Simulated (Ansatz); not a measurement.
`C[SiH]([GaH2])[GeH2][GeH3]`. Total charge 0; spin multiplicity 1.

```xyz
16

C    -0.0597   -1.8783   -0.8605
Si    0.9072   -0.6602    0.2039
Ga    1.5178   -1.4655    2.3827
Ge   -0.4391    1.2796    0.5715
Ge   -1.2032    2.2095   -1.5343
H    -0.9568   -2.2163   -0.3372
H    -0.3666   -1.4172   -1.8018
H     0.5460   -2.7569   -1.0930
H     2.1046   -0.1755   -0.5459
H     0.7381   -2.6584    3.0544
H     2.6464   -0.7561    3.2179
H    -1.6757    0.9225    1.4241
H     0.3436    2.3585    1.3458
H    -1.9968    1.1481   -2.3172
H     0.0045    2.6324   -2.3878
H    -2.1102    3.4338   -1.3227
```

What are the harmonic wavenumbers in cm⁻¹ at PBE0-D4/def2-TZVP (Ansatz, finite differences of forces, unscaled)? (An estimate is asked.)

Ansatz gave: 16, 41, 65, 71, 92, 130, 142, 157, 262, 303, 310, 365, 394, 443, 452, 547, 597, 626, 654, 687, 716, 748, 792, 809, 862, 882, 884, 889, 1274, 1450, 1452, 1940, 1952, 2113, 2126, 2138, 2147, 2151, 2183, 3052, 3137, 3140.

Is this a minimum?

Yes, all 42 modes are real.

Give the ideal-gas thermochemistry at 298.15 K and 1 bar (rigid rotor, harmonic oscillator; point group C1, symmetry number 1).

Zero-point energy 258.4 kJ/mol; H(298) − E = 294.3 kJ/mol; entropy 495.8 J/(mol·K), of which translation 178.5, rotation 131.5, vibration 185.9; G(298) − E = 146.5 kJ/mol. Modes under 100 cm⁻¹ are hindered rotations or soft bends, so the harmonic entropy is rough.

Rotational constants (cm⁻¹)?

0.08414, 0.01166, 0.01059.
